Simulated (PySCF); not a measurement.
CH3Li, charge +1, doublet, geometry from GFN2-xTB (such geometries of metal compounds can be far from the true shape) (a state made from the parent by changing its charge; the spin is typed, not shown lowest); PySCF with PBE/aug-cc-pVDZ.

The PySCF input:
```python
from pyscf import gto, scf, dft

mol = gto.M(
    atom='''
Li   -1.19438020   -0.71097745   -1.04751341
C     0.34992791    0.20830122    0.30689908
H     0.76466404   -0.67114483    0.78102667
H    -0.26665636    0.84273862    0.92942732
H     0.98556544    0.71153123   -0.40930822
''',
    basis='aug-cc-pvdz',
    charge=1,
    spin=1,
    verbose=4,
)

mf = dft.UKS(mol)
mf.xc = 'pbe'
mf.kernel()
```

Problem. What does PySCF print? Leave out banner, timings and long lists.

Solution. 
```
PySCF version 2.14.0

[INPUT] verbose = 4
[INPUT] num. atoms = 5
[INPUT] num. electrons = 11
[INPUT] charge = 1
[INPUT] spin (= nelec alpha-beta = 2S) = 1
[INPUT] symmetry False subgroup None
[INPUT] Mole.unit = angstrom
[INPUT] Symbol           X                Y                Z      unit          X                Y                Z       unit  Magmom
[INPUT]  1 Li    -1.194380200000  -0.710977450000  -1.047513410000 AA   -2.257051466603  -1.343552661242  -1.979513456709 Bohr   0.0
[INPUT]  2 C      0.349927910000   0.208301220000   0.306899080000 AA    0.661267913241   0.393632257213   0.579955209081 Bohr   0.0
[INPUT]  3 H      0.764664040000  -0.671144830000   0.781026670000 AA    1.445005612903  -1.268279918618   1.475926502281 Bohr   0.0
[INPUT]  4 H     -0.266656360000   0.842738620000   0.929427320000 AA   -0.503907489773   1.592545186394   1.756363087488 Bohr   0.0
[INPUT]  5 H      0.985565440000   0.711531230000  -0.409308220000 AA    1.862448759436   1.344599153775  -0.773480436333 Bohr   0.0

nuclear repulsion = 15.6786456235872
number of shells = 31
number of NR pGTOs = 103
number of NR cGTOs = 73
basis = aug-cc-pvdz
ecp = {}

******** <class 'pyscf.dft.uks.UKS'> ********
method = UKS
initial guess = minao
damping factor = 0
level_shift factor = 0
DIIS = <class 'pyscf.scf.diis.CDIIS'>
diis_start_cycle = 1
diis_space = 8
diis_damp = 0
SCF conv_tol = 1e-09
SCF conv_tol_grad = None
SCF max_cycles = 50
direct_scf = True
direct_scf_tol = 1e-13
number electrons alpha = 6  beta = 5
XC library pyscf.dft.libxc version 7.1.2
    S. Lehtola, C. Steigemann, M. J. T. Oliveira, and M. A. L. Marques,  SoftwareX 7, 1–5 (2018)
XC functionals = pbe
    J. P. Perdew, K. Burke, and M. Ernzerhof,  Phys. Rev. Lett. 77, 3865 (1996)
    J. P. Perdew, K. Burke, and M. Ernzerhof,  Phys. Rev. Lett. 78, 1396 (1997)
    J. P. Perdew, K. Burke, and M. Ernzerhof,  Phys. Rev. Lett. 77, 3865 (1996)
    J. P. Perdew, K. Burke, and M. Ernzerhof,  Phys. Rev. Lett. 78, 1396 (1997)
radial grids:
    Treutler-Ahlrichs [JCP 102, 346 (1995); DOI:10.1063/1.469408] (M4) radial grids

becke partition: Becke, JCP 88, 2547 (1988); DOI:10.1063/1.454033
pruning grids: <function nwchem_prune>
grids dens level: 3
symmetrized grids: False
atomic radii adjust function: <function treutler_atomic_radii_adjust>
small_rho_cutoff = 0
Set gradient conv threshold to 3.16228e-05
tot grids = 57264
init E= -47.1289356344204

cycle= 1 E= -47.042462888914  delta_E= 0.0865  |g|= 0.129  |ddm|= 1.82
cycle= 2 E= -47.0398403152699  delta_E= 0.00262  |g|= 0.15  |ddm|= 0.308
cycle= 3 E= -47.0528453092703  delta_E= -0.013  |g|= 0.0129  |ddm|= 0.144
cycle= 4 E= -47.0529387212931  delta_E= -9.34e-05  |g|= 0.00415  |ddm|= 0.0168
cycle= 5 E= -47.0529509776212  delta_E= -1.23e-05  |g|= 0.000528  |ddm|= 0.00478
cycle= 6 E= -47.052951333101  delta_E= -3.55e-07  |g|= 9.63e-05  |ddm|= 0.00129
cycle= 7 E= -47.0529513450828  delta_E= -1.2e-08  |g|= 1.53e-05  |ddm|= 0.00025
cycle= 8 E= -47.0529513452751  delta_E= -1.92e-10  |g|= 9.72e-07  |ddm|= 2.89e-05
Extra cycle  E= -47.0529513452755  delta_E= -3.84e-13  |g|= 8.52e-07  |ddm|= 2.14e-06
converged SCF energy = -47.0529513452755  <S^2> = 0.75262692  2S+1 = 2.0026252
```
